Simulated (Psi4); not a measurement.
Al (SMILES [Al+]), charge +1, singlet; REVPBE/def2-SVP run with Psi4 1.11.

Input for Psi4:
```
memory 2 GB

molecule mol {
1 1
  Al    0.000000    0.000000    0.000000
}

set basis def2-svp
set reference rks
set scf_type pk
set puream true
set d_convergence 1e-8
set dft_radial_points 99
set dft_spherical_points 590

energy('revpbe')
print_variables()
```

Problem. Write the output that Psi4 gives for this input, abridged.

Solution. 
```
   => Loading Basis Set <=

    Name: DEF2-SVP
    Role: ORBITAL
    Keyword: BASIS

         ---------------------------------------------------------
                                   SCF
               by Justin Turney, Rob Parrish, Andy Simmonett
                          and Daniel G. A. Smith
                              RKS Reference
         ---------------------------------------------------------

  ==> Geometry <==

    Molecular point group: d2h
    Geometry (in Angstrom), charge = 1, multiplicity = 1:

       Center              X                  Y                   Z               Mass
    ------------   -----------------  -----------------  -----------------  -----------------
         AL           0.000000000000     0.000000000000     0.000000000000    26.981538530000

  Running in d2h symmetry.

  Rotational constants: A = ************  B = ************  C = ************ [cm^-1]
  Rotational constants: A = ************  B = ************  C = ************ [MHz]
  Nuclear repulsion =    0.000000000000000

  Charge       = 1
  Multiplicity = 1
  Electrons    = 12
  Nalpha       = 6
  Nbeta        = 6

  ==> Algorithm <==

  SCF Algorithm Type is PK.
  DIIS enabled.
  MOM disabled.
  Fractional occupation disabled.
  Guess Type is CORE.
  Energy threshold   = 1.00e-06
  Density threshold  = 1.00e-08
  Integral threshold = 1.00e-12

  ==> Primary Basis <==

  Basis Set: DEF2-SVP
    Blend: DEF2-SVP
    Number of shells: 8
    Number of basis functions: 18
    Number of Cartesian functions: 19
    Spherical Harmonics?: true
    Max angular momentum: 2

  ==> DFT Potential <==

   => LibXC <=

    Version 7.1.2
    S. Lehtola, C. Steigemann, M. J. T. Oliveira, and M. A. L. Marques,  SoftwareX 7, 1–5 (2018) (10.1016/j.softx.2017.11.002)

   => Composite Functional: REVPBE <=

    revPBE GGA Exchange-Correlation Functional

    Y. Zhang and W. Yang, Phys. Rev. Lett. 80, 890, 1998

    Deriv               =              1
    GGA                 =           TRUE
    Meta                =          FALSE

    Exchange Hybrid     =          FALSE
    MP2 Hybrid          =          FALSE

   => Exchange Functionals <=

    1.0000   XC_GGA_X_PBE_R

   => Correlation Functionals <=

    1.0000     XC_GGA_C_PBE

   => LibXC Density Thresholds  <==

    XC_GGA_C_PBE:  1.00E-12
    XC_GGA_X_PBE_R:  1.00E-15

   => Molecular Quadrature <=

    Radial Scheme          =       TREUTLER
    Pruning Scheme         =           NONE
[...]
   @RKS iter   3:  -242.00536082163833   -2.68550e-02   4.26077e-03 DIIS/ADIIS
   @RKS iter   4:  -242.00580846713706   -4.47645e-04   1.03020e-04 DIIS/ADIIS
   @RKS iter   5:  -242.00580881685786   -3.49721e-07   6.69204e-07 DIIS
   @RKS iter   6:  -242.00580881688140   -2.35332e-11   2.26788e-09 DIIS
  Energy and wave function converged.

  ==> Post-Iterations <==

   Electrons on quadrature grid:
      Ntotal   =   12.0000000000 ; deviation = -2.712e-11

    Orbital Energies [Eh]
    ---------------------

    Doubly Occupied:

[...]
    Virtual:

[...]
    Final Occupation by Irrep:
             Ag   B1g   B2g   B3g    Au   B1u   B2u   B3u
    DOCC [     3,    0,    0,    0,    0,    1,    1,    1 ]
    NA   [     3,    0,    0,    0,    0,    1,    1,    1 ]
    NB   [     3,    0,    0,    0,    0,    1,    1,    1 ]

  @RKS Final Energy:  -242.00580881688140

   => Energetics <=

    Nuclear Repulsion Energy =              0.0000000000000000
    One-Electron Energy =                -332.6088738471906368
    Two-Electron Energy =                 108.8855694061395809
    DFT Exchange-Correlation Energy =     -18.2825043758303494
    Empirical Dispersion Energy =           0.0000000000000000
    VV10 Nonlocal Energy =                  0.0000000000000000
    Total Energy =                       -242.0058088168813981

Computation Completed

Properties will be evaluated at   0.000000,   0.000000,   0.000000 [a0]

Properties computed using the SCF density matrix

 Multipole Moments:

 ------------------------------------------------------------------------------------
     Multipole            Electronic (a.u.)      Nuclear  (a.u.)        Total (a.u.)
 ------------------------------------------------------------------------------------

 L = 1.  Multiply by 2.5417464519 to convert [e a0] to [Debye]
 Dipole X            :          0.0000000            0.0000000            0.0000000
 Dipole Y            :          0.0000000            0.0000000            0.0000000
 Dipole Z            :          0.0000000            0.0000000            0.0000000
 Magnitude           :                                                    0.0000000

 ------------------------------------------------------------------------------------

  Variable Map:
  ----------------------------------------------------------------------------
[...]
  Array Variable Map:
  ----------------------------------------------------------------------------
[...]
[...]
```
